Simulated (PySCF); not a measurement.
The vertical singlet excitations below were computed for one of the candidates. Level of theory: TDDFT CAM-B3LYP/def2-SVPD, vertical, gas phase, core orbitals frozen in the response in PySCF. Geometries: GFN2-xTB, one conformer each.

| state | E (eV) | f |
| --- | --- | --- |
| S1 | 7.17 | 0.024 |
| S2 | 7.74 | 0.401 |
| S3 | 8.18 | 0.0019 |
| S4 | 8.33 | 0.013 |
| S5 | 8.58 | 0.046 |
| S6 | 9.29 | 0.0060 |
| S7 | 9.45 | 0.030 |
| S8 | 9.64 | 0.011 |

Triplets computed (Tamm–Dancoff): 4.63, 6.90, 7.92 eV.

Question: Which structure fits? All have the formula C4H4F4.
A. `F[C@@H]1C[C@H](F)C1(F)F`
B. `FC/C=C(/F)C(F)F`
C. `FC(F)=CCC(F)F`

Answer: C. Its S1 lies at 7.17 eV; the nearest of the others has S1 at 6.70 eV. S1 is HOMO→LUMO (80%), HOMO→LUMO+1 (13%). Löwdin shares by element: HOMO carbon 62% or more, fluorine 20% or more (atoms not listed hold the other 18%); LUMO carbon 52% or more, fluorine 11% or more (atoms not listed hold the other 37%). At the same level the other candidates give, for their lowest levels:
- `FC/C=C(/F)C(F)F`: 6.70 eV (f 0.277); 7.65 eV (f 0.001); 7.81 eV (f 0.010); 8.01 eV (f 0.000); 8.23 eV (f 0.008); T1 3.95 eV; HOMO -9.48, LUMO 0.06 eV
- `F[C@@H]1C[C@H](F)C1(F)F`: 7.91 eV (f 0.002); 8.49 eV (f 0.000); 8.90 eV (f 0.005); 9.23 eV (f 0.014); 9.48 eV (f 0.020); T1 7.45 eV; HOMO -10.82, LUMO 0.82 eV

Shape of the structure used: `[F:1][C:2]([F:3])=[CH:4][CH2:5][CH:6]([F:7])[F:8]`: C2–C4–C5–C6 -118°, C4–C5–C6–F7 -179°.

Without π bonds the low states are Rydberg-like; a valence basis with one diffuse set may place them up to an eV too high.
